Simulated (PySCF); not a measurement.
## Al⁺ (aluminium, charge +1): UHF calculation

Configuration: [Ne] 3s2, closed-shell 1S. All numbers are calculated (PySCF 2.14, scalar relativity by spin-free X2C-1e, in x2c-TZVPall).

| Item | Value |
| --- | --- |
| Total energy | -242.104750 hartree |
| One-electron energy | -333.4523 hartree |
| Hartree (Coulomb) energy | 109.2933 hartree |
| Exchange energy | -17.9458 hartree |
| ⟨S²⟩ | 0.0000 |
| ⟨L²⟩ | 0.000 |
| Sum of ⟨r⟩ | 9.930 bohr |
| Sum of ⟨r²⟩ | 17.29 bohr² |
| Langevin diamagnetic susceptibility | -13.7 ×10⁻⁶ cm³/mol |
| Time after the integrals | 0.07 s of wall time on 1 thread of Neoverse-V1 (shared host) |

| shell | electrons | mean orbital energy (eV) | rms radius, mean of both spins (bohr) |
| --- | --- | --- | --- |
| 1s | 2 | -1603.5 | 0.139 |
| 2s | 2 | -142.45 | 0.675 |
| 2p | 6 | -95.796 | 0.674 |
| 3s | 2 | -17.777 | 2.61 |

Densities and radii are taken from the X2C orbitals without a picture-change correction, which distorts them close to the nucleus.
